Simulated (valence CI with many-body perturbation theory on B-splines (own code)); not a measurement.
The numbers below are computed, except where a source is named.
Ladder of approximations for S10+

Level of theory: configuration interaction combined with many-body perturbation theory (CI+MBPT): four valence electrons over a frozen Dirac-Fock core [He], radial functions for each j: 11 s, 11 p, 9 d, 7 f, 5 g, 2 h, 1 i, with the one-electron correlation potential Σ1, the two-electron term Σ2, the three-electron term Σ3, Breit, model QED; selected CI, second order for the rest, scaled by the run's own slope (own B-spline code, finite nucleus).

No measured levels were compared; by estimate levels of excited configurations hold to 0.05 to 0.15 % of their energy, terms of the ground configuration to about 0.5 %. Among the levels kept, up to 250 cm⁻¹ of a level comes from second order outside the variational space, and about a tenth of that is noise between levels of different J, which matters for small intervals.

Each rung adds one term. CI alone is the Dirac-Coulomb CI over the frozen core; QED comes last and gives the full result, which names the levels. Energies are above 2s²2p² ³P_0 on the same rung, in eV.

Names give the largest LS component (configuration and term), which can be under half, so a name can repeat, a term be missing and a line seem to break the LS rules; names also repeat where a configuration has a term twice.

```csv
Level,CI alone,+ Σ1,+ Σ2,+ Σ3,+ Breit,Full
2s²2p² ³P_1,0.68,0.68,0.68,0.68,0.64,0.64
2s²2p² ³P_2,1.66,1.66,1.66,1.66,1.53,1.53
2s²2p² ¹D_2,8.43,8.44,8.47,8.44,8.34,8.34
2s²2p² ¹S_0,16.50,16.50,16.61,16.56,16.51,16.51
2s2p³ ⁵S°_2,23.35,23.21,23.18,23.20,23.13,23.07
2s2p³ ³D°_2,44.36,44.23,44.17,44.14,44.09,44.03
2s2p³ ³D°_3,44.47,44.34,44.28,44.25,44.12,44.06
2s2p³ ³D°_1,44.38,44.25,44.19,44.16,44.13,44.06
2s2p³ ³P°_0,51.99,51.86,51.83,51.79,51.77,51.71
2s2p³ ³P°_1,52.02,51.90,51.87,51.83,51.78,51.72
2s2p³ ³P°_2,52.09,51.97,51.94,51.90,51.83,51.77
2s2p³ ¹D°_2,66.35,66.23,66.01,65.92,65.84,65.77
2s2p³ ³S°_1,67.09,66.96,66.60,66.51,66.46,66.40
2s2p³ ¹P°_1,74.04,73.91,73.72,73.62,73.57,73.50
2p⁴ ³P_2,101.46,101.20,100.90,100.82,100.79,100.66
2p⁴ ³P_1,102.57,102.31,102.00,101.92,101.88,101.75
2p⁴ ³P_0,102.97,102.72,102.41,102.33,102.27,102.14
2p⁴ ¹D_2,108.50,108.24,107.98,107.90,107.83,107.70
2p⁴ ¹S_0,123.11,122.87,122.61,122.51,122.52,122.39
2s²2p3s ³P°_0,287.27,287.49,287.49,287.44,287.32,287.34
2s²2p3s ³P°_1,287.62,287.84,287.84,287.79,287.65,287.67
2s²2p3s ³P°_2,288.96,289.19,289.19,289.14,288.91,288.94
2s²2p3s ¹P°_1,290.76,290.99,290.97,290.91,290.71,290.73
2s²2p3p ¹P_1,298.58,298.77,298.77,298.71,298.59,298.59
2s²2p3p ³D_1,299.85,300.05,300.04,299.99,299.83,299.84
2s²2p3p ³D_2,300.10,300.30,300.29,300.23,300.08,300.08
2s²2p3p ³D_3,301.23,301.43,301.43,301.37,301.15,301.16
2s²2p3p ³S_1,302.04,302.23,302.22,302.17,301.99,302.00
2s²2p3p ³P_0,302.38,302.57,302.54,302.49,302.37,302.37
2s²2p3p ³P_1,303.10,303.29,303.27,303.22,303.04,303.05
2s²2p3p ³P_2,303.53,303.72,303.69,303.64,303.44,303.44
```

Task: How does the ionisation energy move along the ladder, and which term matters most?

Result: CI alone 504.76, + Σ1 505.00, + Σ2 504.98, + Σ3 504.93, + Breit 504.78, + QED 504.79 eV. The largest step is Σ1, 0.24 eV. NIST lists 504.55 ± 0.12 eV (semi-empirical).
